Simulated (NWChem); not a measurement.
System: TiClF$_{3}$; SMILES [F][Ti]([F])([F])[Cl]

Computed with NWChem. The geometry was optimised at PBE0/def2-SVP. Level M06-2X/def2-SVP: energy and gradient on several grids; changes count from the extra-fine grid, which is no exact limit either.

Question: Which is the coarsest grid (medium; xcoarse; xfine; coarse; fine) from which on the energy stays within 500 μHa and each gradient component within 500 μHa/bohr of xfine?

Answer: medium.
```json
[
 {"grid": "xcoarse", "size of the energy change (μHa)": "30000", "largest change of a gradient component (μHa/bohr)": "1000", "time, medium = 1 (rough)": "about 1"},
 {"grid": "coarse", "size of the energy change (μHa)": "2000", "largest change of a gradient component (μHa/bohr)": "400", "time, medium = 1 (rough)": "about 1"},
 {"grid": "medium", "size of the energy change (μHa)": "20", "largest change of a gradient component (μHa/bohr)": "< 30", "time, medium = 1 (rough)": "about 1"},
 {"grid": "fine", "size of the energy change (μHa)": "20", "largest change of a gradient component (μHa/bohr)": "100", "time, medium = 1 (rough)": "about 1"},
 {"grid": "xfine", "size of the energy change (μHa)": "< 10", "largest change of a gradient component (μHa/bohr)": "< 30", "time, medium = 1 (rough)": "2"}
]
```
